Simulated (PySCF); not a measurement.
All of these have the formula FH9OSi4. Theory: TDDFT wB97X-D/def2-SVPD, vertical, gas phase, core orbitals frozen in the response (PySCF). Geometries: GFN2-xTB; one conformer of each isolated species. Triplets are in the Tamm–Dancoff approximation.

A. `F[SiH2]O[SiH]([SiH3])[SiH3]`
B. `O[SiH2][Si]([SiH3])(F)[SiH3]`
C. `[SiH3][SiH2][Si@@H](F)O[SiH3]`
D. `F[SiH2][SiH2][SiH2]O[SiH3]`

Lowest singlet levels (six at most, fewer where fewer were computed) with oscillator strengths:

1. 205 nm (f 0.051); 197 nm (f 0.098); 183 nm (f 0.006); 180 nm (f 0.008); 175 nm (f 0.051); 171 nm (f 0.024); T1 5.39 eV
2. 191 nm (f 0.196); 185 nm (f 0.010); 171 nm (f 0.070); 167 nm (f 0.043); 163 nm (f 0.010); 161 nm (f 0.014); T1 5.59 eV
3. 208 nm (f 0.053); 189 nm (f 0.021); 188 nm (f 0.130); 169 nm (f 0.018); 165 nm (f 0.039); 163 nm (f 0.043); T1 5.27 eV
4. 230 nm (f 0.061); 225 nm (f 0.036); 192 nm (f 0.001); 190 nm (f 0.001); 185 nm (f 0.026); 177 nm (f 0.188); T1 4.77 eV

**Question.** Which spectrum belongs to which structure?

**Answer.** 1 = D, 2 = C, 3 = A, 4 = B.
- A: S1 at 5.95 eV, HOMO→LUMO (88%), HOMO→LUMO+1 (8%); Löwdin shares by element: HOMO silicon 61% or more, oxygen 18% (atoms not listed hold the other 21%); LUMO silicon 66% or more, hydrogen 6% or more (atoms not listed hold the other 28%); HOMO -9.75 and LUMO 0.71 eV.
- B: S1 at 5.39 eV, HOMO→LUMO (94%); Löwdin shares by element: HOMO silicon 60% or more, fluorine 10% (atoms not listed hold the other 30%); LUMO silicon 71% (atoms not listed hold the other 29%); HOMO -9.79 and LUMO 0.15 eV.
- C: S1 at 6.49 eV, HOMO→LUMO (88%); Löwdin shares by element: HOMO silicon 43% or more, oxygen 18%, hydrogen 10% or more (atoms not listed hold the other 29%); LUMO silicon 70% or more, hydrogen 8% or more (atoms not listed hold the other 21%); HOMO -9.97 and LUMO 0.78 eV.
- D: S1 at 6.05 eV, HOMO→LUMO (59%), HOMO→LUMO+1 (29%); Löwdin shares by element: HOMO silicon 53% or more, oxygen 20% (atoms not listed hold the other 26%); LUMO silicon 68% or more, hydrogen 6% or more (atoms not listed hold the other 25%); HOMO -9.83 and LUMO 0.60 eV.
A and D have S1 within 0.10 eV of each other; their strongest listed levels stand at 6.58 eV (f 0.130) and 6.30 eV (f 0.098).
